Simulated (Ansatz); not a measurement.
`[OH][GeH2][GeH3]` + H–F → `[F][GeH2][GeH3]` + H₂O at 298.15 K and 1 bar (ligand exchange at a Ge–O bond).

Gas-phase electronic energies from Ansatz, PBE0-D4/def2-TZVP geometries. CCSD(T)/CBS is the MP2 limit (def2-TZVPP, def2-QZVPP) plus CCSD(T) − MP2 in def2-TZVPP, frozen cores. This one scheme is used for every species. For Ge outer-core shells are correlated without core-valence functions, which leaves a few kJ/mol of doubt a bond. Scalar relativity is left out up to krypton. Each species was taken in one conformer, which may not be the lowest.

```csv
species,CCSD(T)/CBS energy (Eh),H − E (kJ/mol),S (J/(mol·K))
`[OH][GeH2][GeH3]`,-4231.02019,158.4,349.0
H–F,-100.39570,33.5,173.6
`[F][GeH2][GeH3]`,-4255.04883,127.1,339.1
H₂O,-76.37941,66.4,188.7
```

H − E and S are ideal-gas, rigid-rotor, harmonic terms from PBE0-D4/def2-TZVP, for one conformer and one mirror image of each species. 1 Eh = 2625.50 kJ/mol, R = 8.31446 J/(mol·K).

Q: By hand: ΔE, ΔH, ΔS and ΔG.

A: ΔE = (-4255.04883) + (-76.37941) − (-4231.02019) − (-100.39570) = -0.01235 Eh = -32.4 kJ/mol. Δ(H − E) = 127.1 + 66.4 − 158.4 − 33.5 = 1.6, so ΔH = -30.8 kJ/mol. ΔS = 339.1 + 188.7 − 349.0 − 173.6 = 5.2 J/(mol·K). ΔG = -30.8 − 298.15 × (5.2)/1000 = -32.4 kJ/mol.

Q: By hand: the equilibrium constant, and the temperature at which ΔG would vanish if ΔH and ΔS stayed fixed.

A: log₁₀ K = −ΔG/(RT ln 10) = 5.7. ΔH and −TΔS have one sign here, so there is no such temperature. One of them is within its doubt of zero, so this could turn.

The number of gas molecules stays the same, so ΔS is small and ΔH decides. A doubt of 5 kJ/mol in ΔE shifts log₁₀ K by 0.9 here. Other conformers and mirror images would add mixing entropy, several J/(mol·K) or more a flexible species. These are equilibria of isolated gas molecules and say nothing of rates. Largest T1 diagnostic: 0.012 (customary marks: 0.02 for closed shells, 0.045 for open ones).
